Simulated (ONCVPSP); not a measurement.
**phosphorus: one change to an ONCV potential, before and after**

phosphorus (P), optimised norm-conserving Vanderbilt (ONCV), made with ONCVPSP 4.0.1 (PBE, scalar-relativistic). Core [He], reference 2s2 2p6 3s2 3p3. Waves: 2s+3s: rc 1.05 bohr, ncon 4, nbas 8, qcut 13.6 1/bohr, 2 projectors; 2p+3p: rc 0.95 bohr, ncon 4, nbas 7, qcut 17.3 1/bohr, 2 projectors; d scattering state at 0.46 Ha: rc 0.90 bohr, ncon 4, nbas 9, qcut 10.5 1/bohr, 3 projectors, debl 2.5 Ha. Local part: polynomial inside 0.60 bohr (lpopt 5, dvloc0 2 Ha). Core correction: polynomial model core, fcfact 0.3.

Change: d: nproj 0; local potential the d channel.

Cutoffs: the cutoffs (Ha) at which the residual kinetic energy of the hardest occupied pseudo-wave falls to 1 and 0.1 mHa per electron; they do not see the model core or the augmentation charge, which bear on the density cutoff. Errors are all-electron minus pseudo energies relative to the spin-unpolarised reference configuration.

Task: What does the change do?

Result: The potential gets neither clearly harder nor softer (106 Ha and 120 Ha → 106 Ha and 120 Ha); the bound ghost in d disappears; the errors of the 4 common tests hardly move. In the separable form a ghost depends on how the local part lies against the semilocal potential of the channel, so the choice of the local part can create or remove one.

```csv
quantity,base,changed
"cutoff, loose",106 Ha,106 Ha
"cutoff, tight",120 Ha,120 Ha
bound ghosts,d,none
GHOST(+) flags under 300 eV,none,none
"error for 2s2 2p6 3s2 3p2, meV [ΔE 9.73 eV]",+0.4,+0.4
"error for 2s2 2p6 3s2 3p1, meV [ΔE 28.88 eV]",+2.6,+2.6
"error for 2s2 2p6 3s2 3p0, meV [ΔE 58.62 eV]",+10,+9.9
"error for 2s1 2p6 3s2 3p3, meV [ΔE 188.56 eV]",-664,-675
s: phases at 1.07 bohr within 0.05 rad from the reference energy up to (Ha; the scan ends near 5),to the end of the scan,to the end of the scan
p: phases at 0.96 bohr within 0.05 rad from the reference energy up to (Ha; the scan ends near 5),to the end of the scan,to the end of the scan
d: phases at 0.91 bohr within 0.05 rad from the reference energy up to (Ha; the scan ends near 5),to the end of the scan,to the end of the scan
"rms error of d²Exc/dni dnj with the model core, mHa",2.04,2.04
```

 A true bound ghost makes a file unfit for plane-wave use even where its test errors are small: the radial tests pick states by their node count and pass the ghost by.
